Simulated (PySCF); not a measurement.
**Spinor energies of V⁹⁺ (vanadium, charge +9)**

Start: [Ne] 3s2 3p2; 3p1/2 filled at m_j = -1/2, +1/2. Calculated with PySCF 2.14 in an uncontracted even-tempered set (20 s from 0.53 bohr⁻², ratio 2.4; 13 p from 0.69 bohr⁻², ratio 2.4; 5 d from 3.5 bohr⁻², ratio 2.6; 4 f from 5.2 bohr⁻², ratio 2.6): generalised Hartree-Fock with the X2C-1e Hamiltonian and a Gaussian nucleus; one run each with spin-orbit coupling (SO) switched off, then screened by Boettger's factors.

```tsv
spinor shell	electrons	ε, spin-free (eV)	ε, screened SO (eV)	weight of nominal j (screened SO)	rms radius, screened SO (bohr)
1s1/2	2	-5735.1	-5734.9	1.000	0.0767
2s1/2	2	-864.04	-863.96	1.000	0.330
2p1/2	2	-752.84	-758.98	0.947	0.298
3s1/2	2	-254.78	-254.75	1.000	0.899
3p1/2	2	-228.96	-229.15	0.600	0.913
```

(1) Where does 2p3/2 lie, and what is the 2p spin-orbit splitting (screened SO)?

```tsv
quantity	spin-free	screened SO
E (hartree)	-918.40824	-918.43606
M_J	0	0
⟨J²⟩	2.003	1.545
⟨L²⟩	2.002	1.980
⟨S²⟩	2.001	1.971
```

The determinant has a definite M_J but mixes levels of different J.

Each row is a mean over spinors that exchange with the open shell spreads, by up to 12.637 eV (3s1/2).

Rows whose weight is well below 1 are mixtures of j = l ± 1/2: exchange outweighs spin-orbit coupling there, and the label is only the starting occupation.

Without spin-orbit coupling the j labels of p, d and f shells carry no meaning; the spin-free column gives the mean over the occupied spinors of each nl shell.

## Answers

(1) At -749.70 eV, 9.273 eV above 2p1/2.
